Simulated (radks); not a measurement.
Species: Zn2+. Configuration: [Ar] 3d10 (the NIST ground configuration).

Method: Dirac Kohn-Sham, LDA (Slater exchange, Perdew-Wang correlation), spin-unpolarised, spherical densities, finite nucleus; Fermi nuclear charge, rms radius 3.9283 fm; computed with a radial shooting solver on a logarithmic mesh with Libxc functionals.

Energy parts (hartree):
| part | energy |
|---|---|
| total | -1792.31287 |
| kinetic | 1824.86893 |
| electron-nucleus | -4305.51720 |
| Hartree | 756.69942 |
| exchange-correlation | -68.36402 |

Orbitals (lengths in bohr, moments of r in powers of bohr; <r^-3> diverges for s and p1/2):
\begin{tabular}{lrrrr}
orbital & occ. & eigenvalue (hartree) & <r^-3> & small-component weight \\ \hline
1s1/2 & 2 & -350.0621 & - & 1.17e-02 \\
2s1/2 & 2 & -43.23001 & - & 2.23e-03 \\
2p1/2 & 2 & -38.20893 & - & 2.22e-03 \\
2p3/2 & 4 & -37.33336 & 768.4 & 2.18e-03 \\
3s1/2 & 2 & -5.49638 & - & 4.97e-04 \\
3p1/2 & 2 & -3.90655 & - & 4.49e-04 \\
3p3/2 & 4 & -3.79378 & 99.64 & 4.38e-04 \\
3d3/2 & 4 & -1.15551 & 9.844 & 3.02e-04 \\
3d5/2 & 6 & -1.14210 & 9.582 & 2.98e-04 \\
\end{tabular}

The highest occupied level is 3d5/2 at -31.078 eV. Summed over all electrons, <r^2> = 15.31 bohr^2, which gives a Langevin (diamagnetic) susceptibility term of -12.1 x 10^-6 cm^3/mol. The electron density at the nucleus is 2.493e+04 e/bohr^3. For comparison, the ionisation energy in NIST's Atomic Spectra Database is 39.723 eV (measured). In exact Kohn-Sham theory the highest level is minus the ionisation energy, but local and semilocal functionals leave it too shallow, through self-interaction and a potential that decays too fast; potentials with the right tail come closer. The density falls to 0.001 e/bohr^3 at r = 2.88 bohr.
